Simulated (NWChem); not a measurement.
All runs are NWChem calculations. System: HFSi, charge 0, spin multiplicity 1, at a geometry optimised with B3LYP/def2-SVP. The structure started from a generated list of species. Level: G0W0@PBE0/def2-SVPD, RI basis def2-svpd-rifit.

Output (cleaned and shortened):

```
             Northwest Computational Chemistry Package (NWChem) 7.3.0
             --------------------------------------------------------

                                NWChem Input Module
                                -------------------

 Scaling coordinates for geometry "geometry" by  1.889725989
 (inverse scale =  0.529177249)

 Turning off AUTOSYM since
 SYMMETRY directive was detected!

                             Geometry "geometry" -> ""
                             -------------------------

 Output coordinates in angstroms (scale by  1.889725989 to convert to a.u.)

  No.       Tag          Charge          X              Y              Z
 ---- ---------------- ---------- -------------- -------------- --------------
    1 Si                  14.0000    -0.45574600     0.40583200     0.00000000
    2 H                    1.0000     0.55187400     1.58048300     0.00000000
    3 F                    9.0000     0.64761900    -0.80690400     0.00000000

 Effective nuclear repulsion energy (a.u.)      47.4476547834

            Nuclear Dipole moment (a.u.)
            ----------------------------
        X                 Y               Z
 ---------------- ---------------- ----------------
     0.0000018897    -0.0000094486     0.0000000000

      Symmetry information
      --------------------

 Group name             Cs
 Group number              2
 Group order               2
 No. of unique centers     3

      Symmetry unique atoms

     1    2    3


 Summary of "ao basis" -> "" (spherical)
 ------------------------------------------------------------------------------
       Tag                 Description            Shells   Functions and Types
 ---------------- ------------------------------  ------  ---------------------
 *                         def2-svpd                  on all atoms

 new library libraries.bse/

 Summary of "ri basis" -> "" (spherical)
 ------------------------------------------------------------------------------
       Tag                 Description            Shells   Functions and Types
 ---------------- ------------------------------  ------  ---------------------
 *                      def2-svpd-rifit               on all atoms

                                 NWChem DFT Module
                                 -----------------

 Summary of "ao basis" -> "ao basis" (spherical)
 ------------------------------------------------------------------------------
       Tag                 Description            Shells   Functions and Types
[...]
     5      3.057536  1 Si s                  4     -2.377764  1 Si s
    36     -0.631193  3 F  s                 13     -0.209733  1 Si py
     2     -0.200191  1 Si s                  3     -0.197599  1 Si s
    26      0.190872  2 H  s                 22     -0.158173  1 Si d  0
    20     -0.151233  1 Si d -2              35      0.146733  3 F  s

 center of mass
 --------------
 x =   0.00431416 y =  -0.09385394 z =   0.00000000

 moments of inertia (a.u.)
 ------------------
          69.195263984261          50.773182970562           0.000000000000
          50.773182970562          50.301140305031           0.000000000000
           0.000000000000           0.000000000000         119.496404289292

     Multipole analysis of the density
     ---------------------------------

     L   x y z        total         alpha         beta         nuclear
     -   - - -        -----         -----         ----         -------
     0   0 0 0     -0.000000    -12.000000    -12.000000     24.000000

     1   1 0 0     -0.215595     -0.107798     -0.107798      0.000002
     1   0 1 0      0.403495      0.201752      0.201752     -0.000009
     1   0 0 1      0.000000      0.000000      0.000000      0.000000

     2   2 0 0    -15.903134    -20.427295    -20.427295     24.951455
     2   1 1 0     -0.010400     11.458377     11.458377    -22.927155
     2   1 0 1     -0.000000     -0.000000     -0.000000      0.000000
     2   0 2 0    -14.710471    -26.395379    -26.395379     38.080286
     2   0 1 1     -0.000000     -0.000000     -0.000000      0.000000
     2   0 0 2    -12.049565     -6.024783     -6.024783      0.000000

 Task  times  cpu:        0.9s     wall:        0.9s

                                NWChem Input Module
                                -------------------

                                 NWChem GW Module
                                 ----------------

                             ***********************
                             ***        GW       ***
                             ***********************

 Summary of "ri basis" -> "ri basis" (spherical)
 ------------------------------------------------------------------------------
       Tag                 Description            Shells   Functions and Types
 ---------------- ------------------------------  ------  ---------------------
 Si                     def2-svpd-rifit             24       78   9s6p6d3f
 H                      def2-svpd-rifit              9       23   4s3p2d
 F                      def2-svpd-rifit             20       64   7s6p5d2f

                 Memory Information
                 ------------------
          Available GA per process is          1700.0 MBs
          Available stack per process is        700.0 MBs
          Available heap per process is           0.0 MBs

          Peak memory in Initialization
              Peak GA per process is                  1.2 MBs
              Peak stack per process is               0.0 MBs
              Peak heap per process is                1.3 MBs
              Memory not in MA per process            0.0 MBs

          Peak memory in AFF Calculation
              Peak GA per process is                  3.6 MBs
              Peak stack per process is               2.0 MBs
              Peak heap per process is                0.0 MBs
              Memory not in MA per process            2.0 MBs

          Computing 2-center integrals
          Computing Inverse Cholesky factor
          Computing 3-center integrals
          Computing V_xc ...

          Computing Sigma_x
          Computing RPA polarizability
          Solving quasiparticle equations

                  Alpha Orbitals
          State     Energy (eV)     Error (eV)
          -----------------------------------
@GW         9        -14.908           0.002
@GW        10        -14.661           0.005
@GW        11        -13.713           0.005
@GW        12         -9.324           0.005
@GW        13         -0.097           0.002
@GW        14          2.254           0.005

   Applying  -2.2719 eV scissor-shift to rest of particle states

   Applying   2.6683 eV scissor-shift to rest of hole states

     GW Timing Statistics
   ------------------------
   Init.   :          0.0s
     ERIs  :          0.1s
     Distr.:          0.0s
     Vxc   :          0.1s
   Sigma_x :          0.0s
   RPA     :          0.0s
   Wmn     :          0.0s
   Sigma_c :          0.0s
   GW total:          0.2s

 Task  times  cpu:        0.2s     wall:        0.2s

 Total times  cpu:        1.2s     wall:        1.2s
```

Task: Write an NWChem input that would produce this output.

Result: Several could match; the one computed here: 
```
start mol
memory heap 200 mb stack 700 mb global 1700 mb
geometry units angstroms nocenter noautoz
  Si    -0.455746     0.405832     0.000000
  H      0.551874     1.580483     0.000000
  F      0.647619    -0.806904     0.000000
  symmetry group Cs
end
basis spherical
  * library def2-svpd
end
basis "ri basis" bse spherical
  * library def2-svpd-rifit
end
dft
  xc pbe0
  iterations 100
  direct
  tolerances tight
end
task dft energy
gw
  states alpha occ 4 vir 2
end
task dft gw
```
